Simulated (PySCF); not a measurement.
PySCF input file for C2H7NOSi2, SMILES [SiH3]C1=NC[SiH2]O1, TDDFT-B3LYP/def2-SVPD. Geometry optimised at PBE0-D3(BJ)/def2-SVP. The structure was generated by enumeration, and PubChem lists no compound with its InChIKey, so it may never have been made. The values are those of a single conformer.

```python
import numpy as np
from pyscf import gto, scf, dft, tdscf

mol = gto.M(
    atom='''
    Si   -0.12917085   -2.41050011    0.00000000
    C     0.13417565   -0.53283095    0.00000000
    N     1.29070522   -0.00091719    0.00000000
    C     1.26399198    1.46254955   -0.00000000
    Si   -0.59037643    1.88183796   -0.00000000
    O    -1.00833346    0.21651919   -0.00000000
    H    -0.91220192   -2.78455926    1.21428302
    H    -0.91220191   -2.78455927   -1.21428303
    H     1.19322956   -3.09167016    0.00000000
    H     1.81048141    1.84088545   -0.87980384
    H     1.81048140    1.84088545    0.87980385
    H    -1.13670065    2.53812156    1.21986134
    H    -1.13670064    2.53812156   -1.21986134
    ''',
    basis='def2-SVPD',
    charge=0,
    spin=0,
    symmetry=True,
    max_memory=1600,
    verbose=4,
)
mf = dft.RKS(mol, xc='b3lyp').density_fit(auxbasis='def2-universal-jkfit')
mf.grids.level = 3
mf.conv_tol = 1e-9
mf.max_cycle = 100
mf.kernel()
mf.grids = dft.Grids(mol).set(level=1).build(with_non0tab=True)  # coarser grid for the response kernel
td = tdscf.TDDFT(mf)
td.singlet = True
td.nstates = 10
td.conv_tol = 1e-4
td.positive_eig_threshold = 1e-6
td.kernel(x0=td.get_init_guess(mf, 15))
td.analyze()
tt = tdscf.TDA(mf)
tt.singlet = False
tt.nstates = 4
tt.conv_tol = 1e-4
tt.positive_eig_threshold = 1e-6
tt.kernel(x0=tt.get_init_guess(mf, 9))
tt.analyze(verbose=3)
```

Output:

```
PySCF version 2.14.0

[INPUT] verbose = 4
[INPUT] num. atoms = 13
[INPUT] num. electrons = 62
[INPUT] charge = 0
[INPUT] spin (= nelec alpha-beta = 2S) = 0
[INPUT] symmetry True subgroup None
[INPUT] Mole.unit = angstrom
[INPUT] Symbol           X                Y                Z      unit          X                Y                Z       unit  Magmom
[INPUT]  1 Si    -0.129170850000  -2.410500110000   0.000000000000 AA   -0.244097529777  -4.555185031134   0.000000000000 Bohr   0.0
[INPUT]  2 C      0.134175650000  -0.532830950000   0.000000000000 AA    0.253555231085  -1.006904566192   0.000000000000 Bohr   0.0
[INPUT]  3 N      1.290705220000  -0.000917190000   0.000000000000 AA    2.439079373346  -0.001733237904   0.000000000000 Bohr   0.0
[INPUT]  4 C      1.263991980000   1.462549550000   0.000000000000 AA    2.388598665847   2.763818093106   0.000000000000 Bohr   0.0
[INPUT]  5 Si    -0.590376430000   1.881837960000   0.000000000000 AA   -1.115649763098   3.556158355210   0.000000000000 Bohr   0.0
[INPUT]  6 O     -1.008333460000   0.216519190000   0.000000000000 AA   -1.905474081635   0.409161969813   0.000000000000 Bohr   0.0
[INPUT]  7 H     -0.912201920000  -2.784559260000   1.214283020000 AA   -1.723811799102  -5.262054379022   2.294662345510 Bohr   0.0
[INPUT]  8 H     -0.912201910000  -2.784559270000  -1.214283030000 AA   -1.723811780205  -5.262054397919  -2.294662364407 Bohr   0.0
[INPUT]  9 H      1.193229560000  -3.091670160000   0.000000000000 AA    2.254877072135  -5.842409869890   0.000000000000 Bohr   0.0
[INPUT] 10 H      1.810481410000   1.840885450000  -0.879803840000 AA    3.421314018516   3.478769327197  -1.662588300941 Bohr   0.0
[INPUT] 11 H      1.810481400000   1.840885450000   0.879803850000 AA    3.421313999619   3.478769327197   1.662588319838 Bohr   0.0
[INPUT] 12 H     -1.136700650000   2.538121560000   1.219861340000 AA   -2.148052914115   4.796354619254   2.305203842545 Bohr   0.0
[INPUT] 13 H     -1.136700640000   2.538121560000  -1.219861340000 AA   -2.148052895218   4.796354619254  -2.305203842545 Bohr   0.0

nuclear repulsion = 354.792495122545
point group symmetry = Cs
symmetry origin: [-9.14383565e-10  6.09588853e-10  7.16272919e-18]
symmetry axis x: [ 1.00000000e+00  3.02415831e-10 -1.50230047e-10]
symmetry axis y: [ 3.02415831e-10 -1.00000000e+00 -3.18948777e-10]
symmetry axis z: [ 1.50230047e-10 -3.18948758e-10  1.00000000e+00]
num. orbitals of irrep A' = 122
num. orbitals of irrep A" = 65
number of shells = 81
number of NR pGTOs = 277
number of NR cGTOs = 187
basis = def2-SVPD
ecp = {}


[settings echo left out]
init E= -789.594356757085
HOMO (A') = -0.304931574232896  LUMO (A") = -0.0818977945396635  gap/eV = 6.06906
cycle= 1 E= -789.022792652512  delta_E= 0.572  |g|= 0.674  |ddm|= 4.77
HOMO (A") = -0.188697531147008  LUMO (A') = -0.0116700871839681  gap/eV = 4.81716
cycle= 2 E= -788.859461229959  delta_E= 0.163  |g|= 1.13  |ddm|=  2.3
HOMO (A') = -0.261804294064734  LUMO (A") = -0.0221777852934668  gap/eV = 6.52057
cycle= 3 E= -789.112348686788  delta_E= -0.253  |g|= 0.0863  |ddm|= 1.35
HOMO (A') = -0.271200157851401  LUMO (A") = -0.0241481276933047  gap/eV = 6.72263
cycle= 4 E= -789.112871530712  delta_E= -0.000523  |g|= 0.0701  |ddm|= 0.202
HOMO (A') = -0.264940936082252  LUMO (A") = -0.022299425637871  gap/eV = 6.60261
cycle= 5 E= -789.113954305975  delta_E= -0.00108  |g|= 0.0203  |ddm|= 0.11
HOMO (A') = -0.266135057195226  LUMO (A") = -0.0222577714568883  gap/eV = 6.63624
cycle= 6 E= -789.114038479821  delta_E= -8.42e-05  |g|= 0.00443  |ddm|= 0.031
HOMO (A') = -0.266342539146111  LUMO (A") = -0.0225504931950438  gap/eV = 6.63392
cycle= 7 E= -789.114043416688  delta_E= -4.94e-06  |g|= 0.000831  |ddm|= 0.00678
HOMO (A') = -0.266247202241745  LUMO (A") = -0.0224665921633886  gap/eV = 6.63361
cycle= 8 E= -789.114043600184  delta_E= -1.83e-07  |g|= 0.000167  |ddm|= 0.00161
HOMO (A') = -0.266256008467729  LUMO (A") = -0.0224633354077963  gap/eV = 6.63394
cycle= 9 E= -789.11404360844  delta_E= -8.26e-09  |g|= 3.85e-05  |ddm|= 0.000356
HOMO (A') = -0.266259752011728  LUMO (A") = -0.0224676671774371  gap/eV = 6.63392
cycle= 10 E= -789.114043608756  delta_E= -3.16e-10  |g|= 1.69e-05  |ddm|= 0.0001
HOMO (A') = -0.266259371378434  LUMO (A") = -0.0224639622503049  gap/eV = 6.63401
Extra cycle  E= -789.114043608595  delta_E= 1.61e-10  |g|= 3.08e-05  |ddm|= 6.13e-05
converged SCF energy = -789.114043608595
tot grids = 50792
Overwritten attributes  positive_eig_threshold  of <class 'pyscf.tdscf.rks.TDDFT'>


******** <class 'pyscf.tdscf.rks.TDDFT'> for <class 'pyscf.df.df_jk.DFSymAdaptedRKS'> ********
nstates = 10 singlet
deg_eia_thresh = 1.000e-03
wfnsym = None
conv_tol = 0.0001
eigh lindep = 1e-12
eigh level_shift = 0
eigh max_cycle = 100


Excitation energies (eV)
[5.26830914 5.95431773 6.07104484 6.38439024 6.56403833 6.70678841
 7.18184325 7.28697164 7.33861238 7.36793855]

** Singlet excitation energies and oscillator strengths **
Excited State   1:   A"      5.26831 eV    235.34 nm  f=0.0049
      31 -> 32       -0.70201
Excited State   2:   A'      5.95432 eV    208.23 nm  f=0.1000
      30 -> 32       -0.23602
      31 -> 33       -0.65611
Excited State   3:   A"      6.07104 eV    204.22 nm  f=0.0001
      30 -> 33       -0.70280
Excited State   4:   A'      6.38439 eV    194.20 nm  f=0.0482
      30 -> 32        0.45851
      31 -> 33       -0.11346
      31 -> 34       -0.50073
Excited State   5:   A'      6.56404 eV    188.88 nm  f=0.0426
      30 -> 32       -0.43226
      31 -> 33        0.20780
      31 -> 34       -0.48854
Excited State   6:   A"      6.70679 eV    184.86 nm  f=0.0006
      30 -> 34       -0.70101
Excited State   7:   A'      7.18184 eV    172.64 nm  f=0.0160
      31 -> 35       -0.50716
      31 -> 36       -0.47479
Excited State   8:   A"      7.28697 eV    170.15 nm  f=0.0016
      29 -> 32       -0.63459
      30 -> 35        0.26153
Excited State   9:   A'      7.33861 eV    168.95 nm  f=0.0319
      31 -> 35       -0.31639
      31 -> 36        0.21054
      31 -> 37       -0.56149
      31 -> 38       -0.17901
Excited State  10:   A'      7.36794 eV    168.28 nm  f=0.0304
      31 -> 35       -0.33539
      31 -> 36        0.45019
      31 -> 37        0.26256
      31 -> 38        0.30504

** Transition electric dipole moments (AU) **
state          X           Y           Z        Dip. S.      Osc.
  1        -0.0000     -0.0000      0.1957      0.0383      0.0049
  2         0.1639     -0.8117      0.0000      0.6858      0.1000
  3        -0.0000      0.0000     -0.0294      0.0009      0.0001
  4         0.4746      0.2880      0.0000      0.3082      0.0482
  5        -0.5127     -0.0460     -0.0000      0.2650      0.0426
  6         0.0000     -0.0000     -0.0623      0.0039      0.0006
  7         0.2934      0.0716      0.0000      0.0912      0.0160
  8        -0.0000      0.0000      0.0936      0.0088      0.0016
  9        -0.1150      0.4052     -0.0000      0.1774      0.0319
 10         0.3858     -0.1392      0.0000      0.1682      0.0304

** Transition velocity dipole moments (imaginary part, AU) **
state          X           Y           Z        Dip. S.      Osc.
  1        -0.0000     -0.0000      0.0472      0.0022      0.0077
  2         0.0404     -0.1803     -0.0000      0.0341      0.1040
  3        -0.0000     -0.0000     -0.0130      0.0002      0.0005
  4         0.1091      0.0644     -0.0000      0.0160      0.0456
  5        -0.1233     -0.0079      0.0000      0.0153      0.0422
  6         0.0000      0.0000     -0.0222      0.0005      0.0013
  7         0.0761      0.0201      0.0000      0.0062      0.0157
  8         0.0000      0.0000      0.0293      0.0009      0.0021
  9        -0.0364      0.1065      0.0000      0.0127      0.0313
 10         0.1051     -0.0404     -0.0000      0.0127      0.0312

** Transition magnetic dipole moments (imaginary part, AU) **
state          X           Y           Z
  1         0.5825      0.6786      0.0000
  2         0.0000      0.0000      1.2505
  3         0.3393     -0.3690      0.0000
  4        -0.0000     -0.0000     -0.6630
  5         0.0000      0.0000      0.5333
  6         0.0564      0.1725     -0.0000
  7         0.0000      0.0000      0.8203
  8         0.3815     -0.3473     -0.0000
  9         0.0000      0.0000     -0.4685
 10         0.0000      0.0000      0.6640
Overwritten attributes  positive_eig_threshold  of <class 'pyscf.tdscf.rks.TDA'>


******** <class 'pyscf.tdscf.rks.TDA'> for <class 'pyscf.df.df_jk.DFSymAdaptedRKS'> ********
nstates = 4 triplet
deg_eia_thresh = 1.000e-03
wfnsym = None
conv_tol = 0.0001
eigh lindep = 1e-12
eigh level_shift = 0
eigh max_cycle = 100


Excitation energies (eV)
[4.52747556 4.62085753 5.57898408 5.93005053]

** Triplet excitation energies and oscillator strengths **
Excited State   1:   A'      4.52748 eV    273.85 nm  f=0.0000
Excited State   2:   A"      4.62086 eV    268.31 nm  f=0.0000
Excited State   3:   A'      5.57898 eV    222.23 nm  f=0.0000
Excited State   4:   A"      5.93005 eV    209.08 nm  f=0.0000
```

The run converged.
